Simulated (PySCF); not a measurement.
## Bond length, frequency and bond energy of TeCl by level of theory

State: ²Π (doublet), unpaired electrons π ↑. Set-up: basis Te def2-TZVPP with ECP28, Cl def2-TZVPP; scalar-relativistic core potentials; PySCF 2.14. De refers to Te + Cl in their high-spin ground configurations, without counterpoise correction. The functionals are run spin-unrestricted. A positive dipole means Te(−)Cl(+).

```tsv
Level	Re (Å)	ωe (cm⁻¹)	De (eV)	μ (D)
UHF	2.321	400	1.24	-1.90
UHF-MP2	2.307	399	2.62	n/a
UHF-SCS-MP2	2.319	390	2.51	n/a
UHF-CCSD	2.319	392	2.33	n/a
UHF-CCSD(T)	2.324	386	2.50	n/a
LDA	2.303	396	3.71	-1.13
PBE	2.336	375	3.05	-1.30
BLYP	2.368	355	2.84	-1.41
TPSS	2.334	377	2.93	-1.34
r²SCAN	2.321	386	2.83	-1.37
B3LYP	2.340	375	2.71	-1.52
PBE0	2.311	395	2.80	-1.44
HSE06	2.315	392	2.83	-1.43
```

The bond length runs from 2.303 Å (LDA) to 2.368 Å (BLYP). De spans 1.24 eV (UHF, mean field) to 3.71 eV (LDA, local density). Correlation at CCSD(T) changes the Hartree–Fock bond energy by +1.26 eV; the triples alone change it by +0.17 eV.

Correlated steps freeze 9 core orbitals. These are scalar-relativistic numbers at best; spin–orbit coupling would shift them, the dissociation energy most. Counting both spins, an empty level lies below a filled one in some of these solutions, because spin and occupation are held. The state was picked by a PBE0 search and need not be the measured ground state.

The whole job (state search and all levels along the bond) took about 24 min on 1 thread of Arm Neoverse V1 (shared host), peak memory 2.6 GiB.
